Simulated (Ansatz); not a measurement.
Consider the cleavage of the B–Si bond: `FB[Si](Cl)(Cl)Cl` + `O[SiH2]S` → `O[SiH2]SBF` + `Cl[SiH](Cl)Cl`.

Calculated with Ansatz (gas phase, PBE0-D4/def2-TZVP geometries, no zero-point term in ΔE). CCSD(T)/CBS adds triple-zeta CCSD(T) − MP2 to the extrapolated MP2 energy (def2 sets, frozen cores). This one scheme is used for every species. Functionals use def2-TZVPP. One conformer a species, not always the lowest.

`FB[Si](Cl)(Cl)Cl`:

Cartesian coordinates in Å:
```
F 0.304 -2.178 0.448
B -0.471 -1.120 0.397
Si 0.279 0.660 -0.233
Cl 2.257 0.575 -0.714
Cl 0.021 2.039 1.251
Cl -0.772 1.262 -1.878
H -1.618 -1.239 0.728
```

`O[SiH2]S`:

Z-matrix (Å, degrees):
```
Si
S 1 2.133
O 1 1.642 2 113.5
H 1 1.478 2 111.7 3 117.8
H 1 1.484 2 102.9 3 -122.0
H 2 1.344 1 94.6 3 -65.2
H 3 0.959 1 117.2 2 -51.2
```

`O[SiH2]SBF`:

Z-matrix (Å, degrees):
```
Si
S 1 2.149
O 1 1.639 2 112.7
H 1 1.483 2 103.8 3 -121.7
H 1 1.476 2 110.5 3 117.8
B 2 1.803 1 97.7 3 -72.3
H 3 0.959 1 118.2 2 -56.5
F 6 1.321 2 118.2 1 177.6
H 6 1.195 2 122.9 1 -3.0
```

`Cl[SiH](Cl)Cl`:

Cartesian coordinates in Å:
```
Cl 0.927 0.789 1.581
Si 0.080 -0.035 -0.069
Cl -1.075 -1.612 0.477
Cl -1.067 1.353 -1.006
H 1.135 -0.495 -0.982
```

(1) Is it downhill or uphill in electronic energy at CCSD(T)/CBS, and by how much? (Estimate.)

(2) What do these levels give: PBE-D4, PBE0, SCS-MP2/def2-TZVPP, CCSD/def2-TZVPP, SCS-MP2/def2-QZVPP, HF/CBS(def2)? (Best estimate.)

Largest T1 diagnostic among the species: 0.013.

## Answers

(1) Ansatz gave: Downhill: ΔE = -24.5 kcal/mol.

(2) Computed: PBE-D4 -22.8, PBE0 -23.9, SCS-MP2/def2-TZVPP -25.3, CCSD/def2-TZVPP -24.1, SCS-MP2/def2-QZVPP -25.4, HF/CBS(def2) -24.5 kcal/mol.

From PBE to PBE0 (25 % exact exchange), in def2-TZVPP and without D4, ΔE moves by −0.8 kcal/mol.
